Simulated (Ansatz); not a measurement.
Molecule: CH$_{7}$ClFNSi$_{2}$, charge 0, multiplicity 1. SMILES: [SiH3]N[Si](F)(Cl)C
Coordinates optimised at B3LYP-D3(BJ)/def2-TZVP (Ansatz, a program for electronic structure):
```
N
H 1 1.0118
Si 1 1.7047 2 114.43
F 3 1.6019 1 111.23 2 -94.28
Si 1 1.7363 2 115.82 3 -174.59
H 5 1.4785 1 107.04 2 174.75
H 5 1.4812 6 109.63 1 120.95
H 5 1.4820 6 109.39 7 118.27
C 3 1.8457 4 107.51 1 125.32
H 9 1.0905 3 110.66 4 176.46
H 9 1.0907 10 108.57 3 121.08
H 9 1.0914 10 108.49 11 117.31
Cl 3 2.0624 4 105.64 1 -115.79
```

Quantity: atomisation energy (electronic, to ground-state atoms), in kJ/mol. Valence correlation only, unless marked. Open shells are spin-unrestricted. No spin-orbit coupling. Non-relativistic. The coupled-cluster limit lacks core correlation, which all-electron functionals hold. CBS(X,Y): correlation extrapolated as X^-3; Hartree-Fock from the larger set.

```csv
level,program,atomisation energy (kJ/mol)
B3LYP/def2-TZVPD,Ansatz,4658.2
PBE0-D4/def2-TZVP,Ansatz + dftd4,4695.2
B2PLYP-D3(BJ)/def2-TZVPD,Ansatz + dftd3,…
"CCSD(T)/CBS(cc-pV(T+d)Z,cc-pV(Q+d)Z)",Ansatz,…
```

What belongs in the gaps?


- B2PLYP-D3(BJ)/def2-TZVPD, atomisation energy (kJ/mol): 4684.3
- CCSD(T)/CBS(cc-pV(T+d)Z,cc-pV(Q+d)Z), atomisation energy (kJ/mol): 4751.2
